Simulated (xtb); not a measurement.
SiH₃Cl, SMILES Cl[SiH3]. All values are semi-empirical tight-binding results from xtb (GFN2-xTB unless named), good for trends rather than for accurate numbers. Geometry optimised at GFN2-xTB. The isomer is the one that the SMILES or the coordinates give; other isomers of the formula were not compared.

Computed properties:
The point group as xtb finds it is C3v. The orbital gap is 6.09 eV, the dipole moment is 1.66 D and the zero-point energy is 15.5 kcal/mol. The G − E(el) at 298.15 K (modified RRHO) is 0.4 kcal/mol and the static polarisability (D4 model) is 45.3 bohr³. The solvation energy, GFN2-xTB/ALPB(water) is 0.5 kcal/mol. The solvation energy, GFN2-xTB/ALPB(thf) is -1.4 kcal/mol.
